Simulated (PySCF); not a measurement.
The same groups moved round the core (furan mercapto+boryl). Gas-phase values, no solvent. One relaxed conformer stands for each flexible species; it need not be the lowest. Strings in code marks are SMILES.

Computed with PBE0-D3(BJ)/def2-TZVP // PBE0-D3(BJ)/def2-SVP in PySCF. All candidates: neutral, multiplicity 1. Excitations are Tamm–Dancoff values on a coarser integration grid. The basis has no diffuse functions, so Rydberg states are missing or too high.

| Item | Result |
|---|---|
| HOMO–LUMO gap | 5.16 eV |
| S1 excitation (TDA) | 4.47 eV |
| HOMO | -6.98 eV |

### Question
Which member has these values?
(A) `Bc1ccoc1S`
(B) `Bc1cocc1S`
(C) `Bc1coc(S)c1`
(D) `Bc1ccc(S)o1`

### Answer
C, `Bc1coc(S)c1`. The others give `Bc1ccc(S)o1`: 4.68 eV, 4.51 eV, -6.56 eV; `Bc1cocc1S`: 4.53 eV, 3.61 eV, -6.43 eV; `Bc1ccoc1S`: 4.66 eV, 4.05 eV, -6.44 eV
